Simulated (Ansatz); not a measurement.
Ansatz (a first-principles code) input:

Ansatz 0.2 input:
```yaml
crystal:
  periodic: [false, false, false]
  atoms:
    - {symbol: Bi, position_ang: [0.06574569, -0.03050446, 0.92012541]}
    - {symbol: F, position_ang: [0.68749120, 1.17451465, -0.48129704]}
    - {symbol: F, position_ang: [-0.71768850, -1.13987910, -0.47917267]}
basis:
  gaussian:
    orbitals: def2-TZVP
hamiltonian:
  xc: b3lyp
  dispersion: d3bj
total_charge: 1
relax: {f_tol: 0.002, max_steps: 150}
```

**Question.** What final total energy does it print?

**Answer.** -414.22053 Eh (B3LYP-D3(BJ)/def2-TZVP). The basis has 112 functions.
